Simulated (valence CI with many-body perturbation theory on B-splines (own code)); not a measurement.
**Energy levels of Se28+**

Level of theory: valence CI with perturbative core correlation (CI+MBPT): four valence electrons over a frozen Dirac-Fock core [He], radial functions for each j: 11 s, 11 p, 10 d, 8 f, 5 g, 2 h, with the one-electron correlation potential Σ1, the two-electron term Σ2, the three-electron term Σ3, Breit, model QED; selected CI, second order for the rest, scaled by the run's own slope (own B-spline code, finite nucleus).

The last digits are not significant, and no measured levels were compared; by estimate large intervals hold to a few tenths of a per cent, small ones and those within an open d or f shell to about a per cent. Among the levels kept, up to 1200 cm⁻¹ of a level comes from second order outside the variational space, and about a tenth of that is noise between levels of different J, which matters for small intervals.

Levels 181 to 198 of 198, with energies above the lowest level, (2s^2 2p1/2^2) J=0. "Leading %" is the weight of the configuration and term that name the level; weights of strongly mixed levels are sums over their largest components and can fall short. In the jj column 3d3/2^4 stands for four electrons in 3d with j = 3/2. Lifetimes count E1, E2, E3, M1 and M2 decay at the calculated energies, and are blank where another channel may lead or the interval is too uncertain; long ones can be off by a factor of two.

```csv
No.,Configuration,Term,J,E (eV),Leading %,Lifetime,Second component,Leading jj
181,2p3 3d,5D°,4,2105.3,61,8.08 ps,26 % 2p3 3d 3F°,2p1/2^2 2p3/2 3d5/2 (82 %)
182,2p3 3p,3F,3,2105.6,60,110 fs,21 % 2p3 3p 3D,2p1/2 2p3/2^2 3p1/2 (81 %)
183,2p3 3p,3D,2,2107.0,44,75.5 fs,17 % 2p3 3p 3P,2p1/2 2p3/2^2 3p3/2 (87 %)
184,2p3 3p,1F,3,2108.1,42,80.6 fs,24 % 2p3 3p 5P,2p1/2 2p3/2^2 3p3/2 (73 %)
185,2p3 3d,3D°,2,2110.3,40,58.1 fs,26 % 2p3 3d 5D°,2p1/2^2 2p3/2 3d5/2 (84 %)
186,2p3 3p,3P,0,2112.1,92,64.9 fs,6 % 2p3 3p 1S,2p1/2 2p3/2^2 3p3/2 (68 %)
187,2p3 3p,1P,1,2113.5,43,66.7 fs,39 % 2p3 3p 3D,2p1/2 2p3/2^2 3p3/2 (85 %)
188,2p3 3p,3D,3,2117.8,61,82.2 fs,31 % 2p3 3p 1F,2p1/2 2p3/2^2 3p3/2 (96 %)
189,2p3 3p,3F,4,2118.6,97,94.5 fs,,2p1/2 2p3/2^2 3p3/2 (97 %)
190,2p3 3d,3D°,3,2119.1,38,23.5 fs,19 % 2p3 3d 3G°,2p1/2^2 2p3/2 3d5/2 (54 %)
191,2p3 3p,3P,2,2121.0,71,52.9 fs,18 % 2p3 3p 1D,2p1/2 2p3/2^2 3p1/2 (86 %)
192,2p3 3d,3D°,1,2121.4,70,27.4 fs,11 % 2p3 3d 1P°,2p1/2^2 2p3/2 3d5/2 (73 %)
193,2p3 3p,3P,1,2127.7,63,72.0 fs,11 % 2p3 3p 3D,2p1/2 2p3/2^2 3p3/2 (73 %)
194,2p3 3p,3D,1,2130.8,55,75.2 fs,26 % 2p3 3p 1P,2p1/2 2p3/2^2 3p1/2 (69 %)
195,2p3 3s,3P°,2,2133.1,61,104 fs,14 % 2p3 3s 3D°,2p3/2^3 3s (91 %)
196,2p3 3p,1D,2,2136.0,57,75.7 fs,29 % 2p3 3p 3P,2p1/2 2p3/2^2 3p3/2 (92 %)
197,2p3 3s,1P°,1,2136.9,44,82.2 fs,20 % 2p3 3s 3D°,2p3/2^3 3s (85 %)
198,2p3 3d,3F°,2,2139.9,51,125 fs,23 % 2p3 3d 3D°,2p1/2 2p3/2^2 3d3/2 (87 %)
```
